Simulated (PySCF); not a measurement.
Calculation: PBE-D3(BJ)/def2-TZVP // TPSSh-D3(BJ)/def2-TZVP (PySCF 2.14.0). Gas-phase values, no solvent. 

Reference species (SMILES): `[Cl][Al][Cl]` (neutral, multiplicity 2).

```
Item            Value
-------------  ------
dipole moment  1.36 D
```

Changed species: `[AlH][Cl]` (radical fragment; the reference has radical fragment).

Predict the effect on the dipole moment.

the dipole moment stays essentially unchanged.
